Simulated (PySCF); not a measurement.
**Dipole polarisabilities along the alkaline earths**

Calculated with PySCF 2.14 for the ground configurations, without spin-orbit coupling: coupled response for Hartree-Fock and DFT, finite fields for MP2 and CCSD(T), with Be 1s2; Mg [Ne]; Ca [Ar] frozen. Mean α in bohr³, C₆ of like pairs in atomic units.

```tsv
species	α UHF	α PBE	α PBE0	α MP2	α CCSD(T)	α recommended (Schwerdtfeger and Nagle)	C₆ UHF	C₆ PBE	C₆ PBE0
Be [He] 2s2 (dyall-av3z, spin-free X2C)	45.60	42.89	42.96	42.37	37.83	37.74 ± 0.03	282.4	256.9	257.9
Mg [Ne] 3s2 (dyall-av3z, spin-free X2C)	81.16	73.63	74.59	76.52	74.49	71.2 ± 0.4	760.5	654.2	669.2
Ca [Ar] 4s2 (dyall-av3z, spin-free X2C)	182.8	157.5	162.0	172.2	177.7	160.8 ± 4	2715	2170	2269
```

Hartree-Fock lacks correlation. MP2 and CCSD(T) carry the error of the frozen core. All values carry a basis error.
